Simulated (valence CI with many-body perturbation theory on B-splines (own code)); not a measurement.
Values are calculated unless marked as measured or tabulated.
## Basis-set convergence for Tl⁴¹⁺

Level of theory: configuration interaction combined with many-body perturbation theory (CI+MBPT): four valence electrons over a frozen Dirac-Fock core [Kr], radial functions for each j: 7 s, 7 p, 8 d, 6 f, 4 g, 1 h, with the one-electron correlation potential Σ1 (screened to all orders), the two-electron term Σ2, the three-electron term Σ3, Breit, model QED; selected single and double excitations, second order for the rest, scaled by the run's own slope (own B-spline code, finite nucleus).

The last digits are not significant, and no measured levels were compared; by estimate large intervals hold to a few tenths of a per cent, small ones and those within an open d or f shell to about a per cent. Only levels of the ground parity were solved; by the run's estimate the other parity begins above the list, which can be wrong where configurations are misplaced.

The reference run has the lowest level (4d3/2^4) J=0 and an ionisation energy of 2015.27 eV. Its largest variational space holds 18619 state functions.

Levels are named by their leading jj configuration (3d3/2^4 stands for four electrons in 3d with j = 3/2), which in mixed levels can hold well under half, so a name can repeat and another be missing. Letters in brackets count levels of one name in rising energy.

Changed runs:
A. basis 6 s, 6 p, 5 d, 5 f, 1 g
B. basis 5 s, 5 p, 4 d, 4 f

Excitation energies of the reference run in cm⁻¹, and shifts in cm⁻¹:

```tsv
Level	Reference	A	B
(4d3/2^3 4d5/2) J=1	205477	-246	-517
(4d3/2^3 4d5/2) J=4	251209	-29	+249
(4d3/2^3 4d5/2) J=2	258052	-134	+216
(4d3/2^3 4d5/2) J=3	269888	-86	+386
(4d3/2^2 4d5/2^2) J=0 [a]	443024	-257	-576
(4d3/2^2 4d5/2^2) J=2 [a]	445253	-257	-188
(4d3/2^2 4d5/2^2) J=4 [a]	455477	-246	-279
(4d3/2^2 4d5/2^2) J=3 [a]	459802	-285	-213
(4d3/2^2 4d5/2^2) J=5	476789	-146	+180
(4d3/2^2 4d5/2^2) J=6	489838	-63	+432
(4d3/2^2 4d5/2^2) J=1	490487	-150	+370
(4d3/2^2 4d5/2^2) J=3 [b]	503234	-90	+685
Ionisation energy (eV)	2015.27	-0.07	-0.15
```
